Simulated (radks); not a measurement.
Q: Radial electron density D(r) = 4 pi r^2 rho(r) of an atom or ion with 6 electrons. Method: Dirac Kohn-Sham, PBEsol, spin-unpolarised, spherical densities, point nucleus; computed with a radial shooting solver on a logarithmic mesh with Libxc functionals.

r (bohr)  D(r) (e/bohr)
0.01235          0.2096
0.01404          0.2653
0.01608          0.3397
0.01828          0.4273
0.02077          0.5356
0.0238           0.6778
0.02705          0.8419
0.03074           1.040
0.03522           1.294
0.04003           1.578
0.04587           1.931
0.05213           2.315
0.05925           2.747
0.06788           3.253
0.07715           3.765
0.08768           4.293
0.1005            4.848
0.1142            5.330
0.1298            5.738
0.1487            6.046
0.169             6.176
0.192             6.121
0.22              5.844
0.2501            5.383
0.2842            4.762
0.3256            3.993
0.3701            3.250
0.4206            2.573
0.4819            2.011
0.5477            1.679
0.6275            1.549
0.7132            1.605
0.8106            1.771
0.9286            1.981
1.055             2.128
1.2               2.170
1.374             2.069
1.562             1.843
1.775             1.527
2.034             1.149
2.312            0.8088
2.627            0.5230
3.01             0.3004
3.421            0.1659
3.888           0.08954
4.455           0.05184
5.063           0.04082
5.754           0.04314
6.593           0.05051
7.493           0.05706
8.585           0.06004
9.757           0.05675
11.09           0.04643
12.7            0.03090
14.44           0.01779
16.41          0.008754
18.8           0.003409
21.37          0.001142
24.29         0.0003062

What is the nuclear charge?

A: Z = 6. The innermost maximum, from 1s, lies near gamma/Z bohr with gamma = sqrt(1 - (Z/c)^2) = 0.999, here 0.167 bohr (found: 0.174), and its height grows with Z. The density is that of neutral carbon in [He] 2s1.5 2p2 3p0.5; the configuration itself is not fixed sharply by these data. D(r) has 3 maxima, at r = 0.174, 1.17, 8.58 bohr, and minima at 0.638, 5.19 bohr, inside which lie 2.16, 5.54 electrons.
